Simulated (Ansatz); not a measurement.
Species: C₄H₇O, charge 0, multiplicity 2. It need not be the lowest isomer of its formula. 
Structure (B3LYP-D3(BJ)/def2-TZVP (Ansatz, a quantum-chemistry and plane-wave program) minimum search):
SMILES: C[C](C)C=O
```xyz
12

C     -0.9850    -1.1131    -0.3945
C      0.2101    -0.3069    -0.0407
C      1.5451    -0.9569    -0.0011
C      0.0768     1.0837     0.2594
O     -0.9903     1.6993     0.2498
H     -1.1083    -1.9482     0.3039
H     -1.8839    -0.5006    -0.3811
H     -0.8691    -1.5601    -1.3881
H      1.7950    -1.3967    -0.9733
H      2.3336    -0.2546     0.2714
H      1.5560    -1.7845     0.7173
H      1.0168     1.6093     0.5128
```
Charge 0, spin multiplicity 2.

Basis-set convergence of Hartree-Fock and CCSD correlation energies (hartree) with Ansatz. Cores are frozen in the correlated levels unless marked. UHF or UKS for open shells. No spin-orbit coupling. No relativistic terms.

The UHF reference is spin-contaminated (<S^2> 0.15 over the pure value in the largest basis). 

```json
[
 {"basis": "cc-pVDZ", "functions": "105", "E(HF)": "-230.40058", "E(corr, CCSD)": "-0.76027"},
 {"basis": "cc-pVTZ", "functions": "248", "E(HF)": "…", "E(corr, CCSD)": "…"}
]
```

Q: What belongs in the gaps?

A: 
- cc-pVTZ, E(HF): -230.46490
- cc-pVTZ, E(corr, CCSD): -0.91730
